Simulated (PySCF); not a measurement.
## Broadened absorption spectrum of C6H7OP

Species: C6H7OP.
SMILES: `p1ccoc1C1CC1`

The calculation used PySCF 2.14.0, density-fitted response routines, TDDFT B3LYP/def2-SVPD, vertical, gas phase, core orbitals frozen in the response. The structure is a single GFN2-xTB conformer in the gas phase; no vibrational or solvent corrections. Torsions of this conformer, `[cH:1]1[cH:2][p:3][c:4]([CH:5]2[CH2:6][CH2:7]2)[o:8]1`: P3–C4–C5–C6 -36°.

Computed states:

```
state  E (eV)       f
   S1    4.86   0.196
   S2    5.49   0.033
   S3    5.65  0.0020
   S4    5.86  0.0012
   S5    5.92  0.0080
   S6    6.21  0.0000
   S7    6.33   0.179
   S8    6.52   0.036
```

Each state is given a Gaussian of 0.3 eV full width at half maximum, with ε(max) = 2.175×10⁸ f / Δν̃ (Δν̃ the width in cm⁻¹). The width is an assumption, not a result. The curve ends short of the highest state used, and states not computed would add to its high-energy end.

Q: Give the broadened spectrum and its maxima.

A: 
```
E (eV)  ε (L mol⁻¹ cm⁻¹)
  4.41                38
  4.46               138
  4.51               434
  4.56              1169
  4.62              3133
  4.67              6012
  4.72              9890
  4.77             13948
  4.82             16863
  4.88             17279
  4.93             14886
  4.98             10994
  5.03              6963
  5.08              3792
  5.14              1542
  5.19               744
  5.24               596
  5.29               879
  5.34              1451
  5.40              2291
  5.45              2855
  5.50              3069
  5.55              2855
  5.61              2198
  5.66              1581
  5.71              1114
  5.76               874
  5.81               824
  5.87               879
  5.92               936
```

Maxima: 255 nm (4.86 eV), ε about 18000, made up of S1 (100%); 225 nm (5.50 eV), ε about 3100, made up of S2 (97%) (ε in L mol⁻¹ cm⁻¹; maxima over ε = 5, shares over 10%). At its high-energy end, 5.92 eV, the curve is still rising (ε about 940, from S4 and S5).

Q: On this curve, what absorbance would a 10⁻⁴ mol/L sample give at 254 nm over a 1 cm path?

A: 254 nm is 4.881 eV, where ε is about 17000 L mol⁻¹ cm⁻¹, so A = ε c l ≈ 1.7 (Beer–Lambert, with the gas-phase spectrum and the assumed width).

Q: Coming from long wavelengths, where does ε first pass 100 L mol⁻¹ cm⁻¹?

A: At about 279 nm (4.45 eV), 0.41 eV below S1.

Q: What would ε be at 4.86 eV, the highest of these maxima, with half the width (0.15 eV)?

A: About 35100 L mol⁻¹ cm⁻¹ against 17600, a factor of about 2.00; a lone state at its own centre would give exactly 2.

Cost: about 1.8 min of CPU time on one thread (with the writing of density and orbital grids); the machine was shared, so the figure is rough.
